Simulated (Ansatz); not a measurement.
Consider the ligand exchange at the Si–O bond: `O[SiH3]` + `COB(O)O` → `COB(O)O[SiH3]` + H₂O.

Isolated molecules relaxed with PBE0-D4/def2-TZVP in Ansatz; ΔE leaves out vibrations. CBS: MP2 limit from def2 TZ/QZ plus the TZ coupled-cluster correction, frozen cores. This one scheme is used for every species. DFT in def2-TZVPP. Each species was taken in one conformer, which may not be the lowest.

`O[SiH3]`:

Z-matrix (Å, degrees):
```
Si
O 1 1.648
H 1 1.489 2 111.7
H 1 1.489 2 111.7 3 120.9
H 1 1.481 2 105.9 3 -119.6
H 2 0.957 1 117.9 3 -60.5
```

`COB(O)O`:

```xyz
10

C    -0.298   -0.197    1.499
O     0.288    0.587    0.479
B     0.212    0.190   -0.820
O     0.783    0.958   -1.797
O    -0.431   -0.968   -1.155
H    -1.376   -0.300    1.348
H     0.145   -1.195    1.534
H    -0.116    0.308    2.448
H     1.202    1.743   -1.435
H    -0.410   -1.127   -2.101
```

`COB(O)O[SiH3]`:

```xyz
13

C    -1.237    0.406    1.644
O    -0.219    0.171    0.704
B    -0.501   -0.154   -0.598
O    -1.761   -0.284   -1.104
O     0.545   -0.360   -1.441
Si    2.167   -0.282   -1.165
H    -0.768    0.633    2.601
H    -1.861    1.261    1.358
H    -1.875   -0.475    1.778
H    -2.461   -0.125   -0.469
H     2.563    1.081   -0.727
H     2.832   -0.603   -2.450
H     2.576   -1.269   -0.133
```

H₂O:

Z-matrix (Å, degrees):
```
O
H 1 0.960
H 1 0.960 2 105.1
```

| level | ΔE (kJ/mol) |
| --- | --- |
| B2PLYP | 11.9 |
| HF/CBS(def2) | 11.6 |

What does CCSD(T)/CBS give? (An estimate is asked.)

Ansatz gave: +5.1 kJ/mol. The listed levels differ from it by 6.8, 6.5 kJ/mol.

Largest T1 diagnostic among the species: 0.012.

The D4 term adds −6.8 kJ/mol with B3LYP and −4.0 kJ/mol with PBE0; it sums over pairs of atoms, weighted by their polarisabilities, and B3LYP, whose exchange is more repulsive, gets the larger term. In def2-TZVPP, CCSD(T) changes the Hartree–Fock value by −5.6 kJ/mol (the triples alone add −1.0 kJ/mol) and MP2 by −4.9 kJ/mol.

B3LYP here is the variant with VWN-RPA as its local correlation; programs differ in this.
